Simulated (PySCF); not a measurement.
C$_{3}$H$_{9}$BO$_{3}$, singlet, at a GFN2-xTB geometry; TPSS/STO-3G (PySCF).

Here is a job for PySCF.
```python
from pyscf import gto, scf, dft

mol = gto.M(
    atom='''
B    -0.002275   -0.009586    0.002150
O     0.840330    0.909062    0.557144
C     0.787271    2.269122    0.186763
H    -0.148769    2.721412    0.522483
H     1.630937    2.763931    0.668381
H     0.857041    2.380127   -0.897158
O     0.079251   -1.318325    0.384074
C     1.013182   -1.736352    1.355099
H     0.762709   -1.317885    2.332627
H     0.965685   -2.824844    1.394997
H     2.021588   -1.414865    1.087533
O    -0.910744    0.385836   -0.930206
C    -1.805403   -0.512322   -1.550993
H    -1.698231   -1.517817   -1.144592
H    -2.823105   -0.152456   -1.384954
H    -1.597470   -0.524936   -2.623377
''',
    basis='sto-3g',
    charge=0,
    spin=0,
    verbose=5,
)

mf = dft.RKS(mol)
mf.xc = 'tpss'
mf.grids.level = 7
mf.kernel()
mf.analyze()
```

The log (banner, timings and long lists left out):

```
PySCF version 2.14.0

[INPUT] verbose = 5
[INPUT] max_memory = 4000
[INPUT] num. atoms = 16
[INPUT] num. electrons = 56
[INPUT] charge = 0
[INPUT] spin (= nelec alpha-beta = 2S) = 0
[INPUT] symmetry False subgroup None
[INPUT] Mole.unit = angstrom
[INPUT] Symbol           X                Y                Z      unit          X                Y                Z       unit  Magmom
[...]
[INPUT] ---------------- BASIS SET ----------------
[INPUT] l, kappa, [nprim/nctr], expnt,             c_1 c_2 ...
[INPUT] O
[...]
                                23.808861         0.53532814
                                6.4436083         0.44463454
[...]
                                1.1695961         0.39951283
                                0.380389          0.70011547
[...]
                                1.1695961         0.60768372
                                0.380389          0.39195739
[INPUT] H
[...]
                                0.62391373        0.53532814
                                0.1688554         0.44463454
[INPUT] C
[...]
                                13.045096         0.53532814
                                3.5305122         0.44463454
[...]
                                0.6834831         0.39951283
                                0.2222899         0.70011547
[...]
                                0.6834831         0.60768372
                                0.2222899         0.39195739
[INPUT] B
[...]
                                8.8873622         0.53532814
                                2.405267          0.44463454
[...]
                                0.5198205         0.39951283
                                0.1690618         0.70011547
[...]
                                0.5198205         0.60768372
                                0.1690618         0.39195739

nuclear repulsion = 317.920899474455
number of shells = 30
number of NR pGTOs = 132
number of NR cGTOs = 44
basis = sto-3g
ecp = {}

******** <class 'pyscf.dft.rks.RKS'> ********
method = RKS
initial guess = minao
damping factor = 0
level_shift factor = 0
DIIS = <class 'pyscf.scf.diis.CDIIS'>
diis_start_cycle = 1
diis_space = 8
diis_damp = 0
SCF conv_tol = 1e-09
SCF conv_tol_grad = None
SCF max_cycles = 50
direct_scf = True
direct_scf_tol = 1e-13
XC library pyscf.dft.libxc version 7.1.2
    S. Lehtola, C. Steigemann, M. J. T. Oliveira, and M. A. L. Marques,  SoftwareX 7, 1–5 (2018)
XC functionals = tpss
[...]
converged SCF energy = -365.642340095722
Total Energy =                        -365.642340095721806
[...]
2 C 2s           0.27164  -0.11321  -0.03312  -0.13448
2 C 2px          0.00174  -0.13416  -0.04197  -0.05965
2 C 2py          0.08094   0.11125   0.06812   0.07715
2 C 2pz         -0.03503  -0.15906  -0.06090  -0.06479
3 H 1s          -0.16361  -0.03730  -0.02851   0.02303
4 H 1s          -0.16559   0.15572   0.02235   0.08857
5 H 1s          -0.18511  -0.07927  -0.04498   0.02373
6 O 1s           0.00115   0.00201  -0.00214   0.00323
6 O 2s          -0.03647  -0.07354   0.12661  -0.14532
6 O 2px         -0.08695   0.07952  -0.17223  -0.07609
6 O 2py         -0.01084  -0.28565   0.25201  -0.24122
6 O 2pz         -0.07088   0.14719  -0.21737  -0.01153
7 C 1s          -0.00776   0.00178  -0.00229  -0.00037
7 C 2s           0.40592  -0.09056   0.13581   0.03840
7 C 2px          0.09064   0.16280  -0.10910   0.02258
7 C 2py         -0.00085   0.12529  -0.04981   0.00023
7 C 2pz          0.06074   0.11087  -0.09514   0.01136
8 H 1s          -0.24593  -0.04775  -0.00585  -0.03397
9 H 1s          -0.21717   0.14714  -0.09138  -0.02764
10 H 1s         -0.27898  -0.09105   0.00089  -0.04772
11 O 1s          0.00113   0.00186  -0.00165  -0.00360
11 O 2s         -0.03341  -0.06626   0.05751   0.18822
11 O 2px         0.01700  -0.24398  -0.04716   0.30002
11 O 2py         0.08315   0.00219  -0.21605  -0.00285
11 O 2pz        -0.00637  -0.22541   0.00819   0.27933
12 C 1s         -0.00788   0.00240   0.00152  -0.00189
12 C 2s          0.40995  -0.12294  -0.10356   0.10282
12 C 2px        -0.04995  -0.01714  -0.02686   0.04261
12 C 2py        -0.19175  -0.23696  -0.02448   0.14185
12 C 2pz         0.01323   0.04266  -0.02373   0.00577
13 H 1s         -0.38577  -0.13845   0.06672   0.04959
14 H 1s         -0.20342   0.10696   0.04014  -0.04375
15 H 1s         -0.19799   0.09649   0.03638  -0.03918
 ** Mulliken pop on meta-lowdin orthogonal AOs  **
 ** Mulliken pop  **
 ** Mulliken atomic charges  **
charge of    0B =      0.06389
charge of    1O =     -0.12165
charge of    2C =     -0.02796
charge of    3H =      0.04063
charge of    4H =      0.04327
charge of    5H =      0.04221
charge of    6O =     -0.12287
charge of    7C =     -0.02702
charge of    8H =      0.04086
charge of    9H =      0.04337
charge of   10H =      0.04266
charge of   11O =     -0.11862
charge of   12C =     -0.03063
charge of   13H =      0.04882
charge of   14H =      0.04172
charge of   15H =      0.04132
Dipole moment(X, Y, Z, Debye): -0.04256, -0.01089, -0.04354
```
